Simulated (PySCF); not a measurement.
# Re: ionisation energy

Re [Xe] 4f14 5d5 6s2 (6S) → Re⁺ [Xe] 4f14 5d5 6s1 (7S), as a difference of total energies. All numbers are calculated (PySCF 2.14, scalar relativity by spin-free X2C-1e, in x2c-TZVPPall (11s7p7d3f1g, 97 functions)). Correlated levels: valence: [Xe] 4f14 frozen. The calculations carry no spin-orbit coupling.

```json
{"method": "UHF", "ionisation energy (eV)": "5.962"}
{"method": "LDA", "ionisation energy (eV)": "8.188"}
{"method": "PBE", "ionisation energy (eV)": "7.722"}
{"method": "PBE0", "ionisation energy (eV)": "7.476"}
{"method": "r2SCAN", "ionisation energy (eV)": "7.327"}
{"method": "MP2 (valence)", "ionisation energy (eV)": "7.310"}
{"method": "SCS-MP2 (valence)", "ionisation energy (eV)": "7.578"}
```

Problem. How much does correlation contribute at MP2 (valence)?

Solution. 7.310 − (5.962) = 1.348 eV, measured against UHF.

Errors of the correlated levels include the incompleteness of this basis and the frozen core.

MP2 underrates the near-degeneracy of ns² with np² in the lower species.

For comparison: 7.834 eV (measured; NIST Atomic Spectra Database, ionization energies).
